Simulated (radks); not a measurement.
Results of a calculation; reference values are marked as such.
Ionisation of the indium ion In+, [Kr] 4d10 5s2, to In2+, [Kr] 4d10 5s1, under several functionals. Scalar-relativistic Kohn-Sham, spin-polarised, spherical densities, finite nucleus; open shells are filled with parallel spins first (spin-orbit coupling, left out, can overturn this in heavy ions); a radial shooting solver on a logarithmic mesh with Libxc functionals.

functional                                        E(In+) (hartree)  Exc (hartree)  IE (eV)  -e(HOMO) (eV)  <r> HOMO (bohr)  IE error (eV)
BLYP                                                   -5881.91088     -159.93038   19.116         14.954            2.487         +0.245
LDA (Slater exchange, Perdew-Wang correlation)         -5876.10043     -154.07478   19.415         15.302            2.464         +0.545
Wu-Cohen GGA                                           -5880.56387     -158.58213   18.969         15.010            2.465         +0.099
XLYP                                                   -5882.44464     -160.46919   19.167         14.975            2.491         +0.297
B86b exchange with PBE correlation                     -5881.98658     -160.02060   19.005         14.960            2.480         +0.135
PW91                                                   -5882.17671     -160.21337   19.064         15.015            2.478         +0.194
LDA (Slater exchange, Perdew-Zunger correlation)       -5876.09900     -154.07323   19.436         15.307            2.465         +0.566
RPBE                                                   -5881.62279     -159.65786   18.816         14.776            2.490         -0.055
TASK exchange with Perdew-Wang LDA correlation         -5880.87344     -158.52176   18.176         15.518            2.435         -0.694

NIST Atomic Spectra Database: 18.870 eV (measured). Closest: RPBE. The Delta-SCF values span 1.26 eV, the total energies 6.35 hartree. The highest occupied level is 5s.
